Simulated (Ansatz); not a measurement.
Cost and result for the atomization energy of C3H9NSi (`CCC(=N)[SiH3]`) (14 atoms, 13 bonds).

```xyz
14

C    -1.283    0.967   -0.563
C    -1.005   -0.128    0.460
C     0.297   -0.840    0.213
N     0.427   -2.094    0.052
Si    1.912    0.158    0.096
H    -0.504    1.733   -0.551
H    -1.332    0.557   -1.574
H    -2.233    1.462   -0.351
H    -1.817   -0.865    0.467
H    -0.967    0.317    1.462
H    -0.482   -2.567    0.106
H     1.864    1.308    1.043
H     2.063    0.712   -1.276
H     3.060   -0.720    0.415
```

Charge 0, multiplicity 1. The structure was optimised at the PBE0-D4/def2-TZVP level. It is one conformer, not always the lowest. Program: Ansatz. All runs use 4 threads of a server CPU on a shared host. Times are those of one run each, without the atoms' runs, and a repeat can differ threefold. Electronic energies, without spin–orbit coupling; frozen cores. CCSD(T)/CBS adds CCSD(T) − MP2 in def2-TZVPP to the MP2 limit, and its time is that of the two runs behind it. T1 = 0.012.

CCSD(T)/CBS is a level of theory with its own doubt, some kJ/mol a heavy atom from the limit and from the frozen cores, so smaller differences don't rank the functionals.

| level | functions | wall time | atomization (kcal/mol) | difference from CCSD(T)/CBS | per bond |
| --- | --- | --- | --- | --- | --- |
| BLYP-D4/def2-TZVPP | 292 | 2.2 s | 1240.8 | 1.1 | 0.1 |
| PBE-D4/def2-TZVPP (with forces) | 292 | 2.8 s | 1261.8 | 22.1 | 1.7 |
| PBE0-D4/def2-TZVPP | 292 | 2.8 s | 1243.3 | 3.6 | 0.3 |
| r2SCAN-D4/def2-TZVPP (with forces) | 292 | 4 s | 1239.5 | -0.2 | 0.0 |
| r2SCANh-D4/def2-TZVPP | 292 | 4 s | 1233.3 | -6.4 | -0.5 |
| B2PLYP/def2-TZVPP | 292 | 6.5 s | 1228.3 | -11.4 | -0.9 |
| PBE-QIDH/def2-TZVPP | 292 | 6.5 s | 1231.5 | -8.2 | -0.6 |
| CCSD(T)/def2-SVP | 119 | 6.5 s | 1179.5 | -60.2 | -4.6 |
| ωB97X-V/def2-TZVPP | 292 | 7 s | 1245.1 | 5.4 | 0.4 |
| ωB97M-V/def2-TZVPP (with forces) | 292 | 10 s | 1244.3 | 4.6 | 0.4 |
| MP2/def2-QZVPP | 568 | 27 s | 1236.1 | -3.6 | -0.3 |
| CCSD(T)/def2-TZVPP | 292 | 2.6 min | 1209.4 | -30.3 | -2.3 |
| CCSD(T)/CBS(def2) | – | 3 min | 1239.7 | 0.0 | 0.0 |

From BLYP to BHLYP (50 % exact exchange), in def2-TZVPP and without D4, the atomization energy moves by −20.9 kcal/mol: exact exchange takes away binding that semilocal exchange gives to molecules. In def2-TZVPP, CCSD(T) changes the Hartree–Fock value by +300.3 kcal/mol (the triples alone add +16.8 kcal/mol) and MP2 by +309.0 kcal/mol; breaking electron pairs costs correlation energy, which Hartree–Fock lacks. At CCSD(T), def2-SVP lies −60.1 kcal/mol from the extrapolated value and def2-TZVPP −30.3 kcal/mol: correlation converges slowly with the basis, and small sets miss more of it in the bonded molecule than in its fragments.
